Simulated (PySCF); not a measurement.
Identify the unknown among the candidates.

All candidates are C5H6N2.

| technique | computed result |
| --- | --- |
| UV, first state | lowest singlet excitation: 4.18 eV (297 nm, f = 0.004) [TDDFT B3LYP/def2-SVPD] |
| XPS | C1s 290.6, C1s 290.7, C1s 291.8 (×2), C1s 292.3, N1s 404.7 (×2) eV [ΔSCF SCAN, pcX-2 on the ionised atom, pcseg-1 elsewhere, spin-free X2C] |
| Couplings | largest of the computed one-bond spin–spin couplings (means over like bonds): 13C–1H +184.6 (×2), 13C–1H +172.9, 13C–1H +133.8 (×3), 13C–13C +63.1, 13C–13C +57.9 (×2), 15N–13C +1.6 (×2), 15N–13C -0.4 (×2) Hz [B3LYP/pcJ-1, spin–dipole term left out for some pairs] |
| UV, strongest line | among the 8 lowest singlet transitions: S6 at 6.51 eV (191 nm, f = 0.127) [TDDFT B3LYP/def2-SVPD] |
| 13C NMR | chemical shifts (computed TMS as zero) by class: 175.3 (1 C), 163.1 (2 C), 123.2 (1 C), 29.4 (1 C) ppm [GIAO PBE0/pcSseg-1] |
| Rotational structure | rotational constants A, B, C: 5.986, 2.789, 1.925 GHz [GFN2-xTB] |

Gas-phase values; electronic properties from PySCF, density fitting. Levels stand in brackets. Geometry: GFN2-xTB; no solvent, vibrations or thermal averaging. NMR values are class means; diastereotopic atoms form classes of their own.

**Question.** Which candidate is it?
A. `Cc1ncccn1`
B. `N#CCCCC#N`
C. `CN[C@@H]1C=C1C#N`
D. `[H]/N=C\C#C/C=N/C`

**Answer.** A. It is `Cc1ncccn1`. Numbering: `[CH3:1][c:2]1[n:3][cH:4][cH:5][cH:6][n:7]1`. Its formula, C5H6N2, gives 4 degrees of unsaturation: 1 ring and 3 π bonds in the structure found (Kekulé form). 5 carbons fall into 4 classes; from least to most shielded: substituted aromatic carbon [C2] (175.3 ppm), aromatic CH next to a ring nitrogen [C4/C6] (163.1 ppm, 2 C), aromatic CH carbon [C5] (123.2 ppm), benzylic-type carbon [C1] (29.4 ppm). The couplings run between: +184.6 Hz, aromatic CH next to a ring nitrogen [C4] and its hydrogen (with 1 like pair); +172.9 Hz, aromatic CH carbon [C5] and its hydrogen; +133.8 Hz, benzylic-type carbon [C1] and its hydrogen (with 2 like pairs); +63.1 Hz, benzylic-type carbon [C1] and substituted aromatic carbon [C2]; +57.9 Hz, aromatic CH next to a ring nitrogen [C4] and aromatic CH carbon [C5] (with 1 like pair); +1.6 Hz, pyridine-type nitrogen [N3] and substituted aromatic carbon [C2] (with 1 like pair); -0.4 Hz, pyridine-type nitrogen [N3] and aromatic CH next to a ring nitrogen [C4] (with 1 like pair). The core levels belong to: C1s 290.6 eV, benzylic-type carbon [C1]; C1s 290.7 eV, aromatic CH carbon [C5]; C1s 291.8 eV, aromatic CH next to a ring nitrogen [C4/C6]; C1s 292.3 eV, substituted aromatic carbon [C2]; N1s 404.7 eV, pyridine-type nitrogen [N3/N7]. The hole state at 292.3 eV has ⟨S²⟩ = 0.84 against 0.75, so that value is less sure. The hole state at 291.8 eV has ⟨S²⟩ = 0.83 against 0.75, so that value is less sure. S1 is mainly HOMO→LUMO (weight 1.00); the largest Löwdin shares of the orbital it empties are 0.35 on each of 2 atoms of one kind (pyridine-type nitrogen) and 0.07 on each of 2 atoms of one kind (aromatic CH next to a ring nitrogen), of the orbital it fills 0.22 on each of 2 atoms of one kind (aromatic CH next to a ring nitrogen) and 0.18 on each of 2 atoms of one kind (pyridine-type nitrogen). The optimised geometry has point group Cs and is an asymmetric top.

The others, at the same levels:
- `[H]/N=C\C#C/C=N/C` fails: its computed lowest singlet excitation is 3.97 eV (312 nm, f = 0.001) (against 4.18 eV), strongest line among the 8 lowest singlet transitions is S4 at 4.79 eV (259 nm, f = 0.351) (against S6 at 6.51 eV) and rotational constant A is 15.862 GHz (against 5.986 GHz).
- `CN[C@@H]1C=C1C#N` fails: it has 5 carbon classes against 4; its computed 13C shifts are 137.5 (1 C), 120.2 (1 C), 115.8 (1 C), 45.2 (1 C), 37.1 (1 C) ppm, rotational constant A is 4.830 GHz (against 5.986 GHz) and smallest rotational constant is 1.370 GHz (against 1.925 GHz).
- `N#CCCCC#N` fails: it has 3 carbon classes against 4; its computed 13C shifts are 122.9 (2 C), 27.8 (1 C), 16.2 (2 C) ppm, rotational constant A is 4.933 GHz (against 5.986 GHz) and smallest rotational constant is 1.475 GHz (against 1.925 GHz).

Each candidate is one conformer, not necessarily the lowest. The conformers computed, where there is a choice (atom-mapped SMILES and torsion angles):
- `[CH3:1][NH:2][C@@H:3]1[CH:4]=[C:5]1[C:6]#[N:7]`: C1–N2–C3–C4 160°
- `[N:1]#[C:2][CH2:3][CH2:4][CH2:5][C:6]#[N:7]`: C2–C3–C4–C5 64°, C3–C4–C5–C6 62°
